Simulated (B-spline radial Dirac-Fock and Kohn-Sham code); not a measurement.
**Run log: Te⁵⁺**

ΔSCF core binding energies without Breit or QED terms, calculated with a radial atomic solver. Keys: rel is the Hamiltonian (dirac, or spin-free x2c and nr, where L3 and M5 stand for the whole 2p and 3d shells), method is hf or an exchange,correlation pair (spin-unpolarised, also for the hole states), nuc the nuclear model, radius_factor scales its radius, rmax is the box in bohr, h the logarithmic mesh step, order the B-spline order, points the quadrature points per cell, c_factor scales the speed of light, and damp, ndamp, maxit and tol steer the iteration. The run stops when the commutator error falls below 10·tol·max(1, Z/10), or the numerical noise floor, and the energy has settled to about 1e-8 Ha; the virial ratio is −V/T.

Input (task.json):

```json
{"items": [{"Z": 52, "q": 5, "cfg": [[1, 0, 2], [2, 0, 2], [2, 1, 6], [3, 0, 2], [3, 1, 6], [3, 2, 10], [4, 0, 2], [4, 1, 6], [4, 2, 10], [5, 0, 1]], "A": 130, "rrms": 4.7423, "do": "settings", "holes": ["K", "L3", "M5"],
  "settings": [{"rel": "dirac", "method": "hf", "nuc": "fermi", "radius_factor": 1.0, "rmax": 45.0, "h": 0.3, "order": 8, "points": 10, "c_factor": 1.0, "maxit": 74, "damp": 0.5, "ndamp": 3, "tol": 1e-14}]}]}
```

Command: `python xray2_run.py task.json out`

Ground-state iterations:

```
iter   energy (Ha)        error
   1    -6768.06734965  1.78e+00
   2    -6783.38473842  7.13e-01
   3    -6787.96609389  2.10e-01
   4    -6788.35077835  5.71e-02
   5    -6788.37831351  2.60e-02
   6    -6788.38470791  1.57e-03
   7    -6788.38472912  8.73e-05
   8    -6788.38472930  1.97e-05
   9    -6788.38472930  1.18e-06
  10    -6788.38472930  6.82e-08
```

The ground state converged in 10 iterations, with total energy -6788.38473 Ha, virial ratio 1.94554 and highest orbital energy -69.17 eV. ΔSCF binding energies: K (1s) 31993.8 eV, L3 (2p3/2) 4421.5 eV, M5 (3d5/2) 643.4 eV.

One setting is outside the advised range (tolerance below the noise), but here it does no visible harm: the result matches the run with default settings.
